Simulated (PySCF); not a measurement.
# Electron correlation in Zn (zinc, neutral)

[Ar] 3d10 4s2, closed-shell 1S. All numbers are calculated (PySCF 2.14, the spin-free X2C one-electron Hamiltonian (Gaussian nucleus), in ANO-RCC-VTZP). Frozen: [Ar]; 12 electrons correlated.

```tsv
level	correlation energy (mhartree)
CCSD	-475.44
(T)	-16.64
CCSD(T)	-492.08
```

Diagnostics: T1 = 0.019, D1 = 0.0552, largest double amplitude 0.085.

Q: Is a single reference adequate?

A: Mostly. T1 lies below 0.03, but a double amplitude of this size points to a near-degeneracy that CCSD handles and MP2 describes poorly.
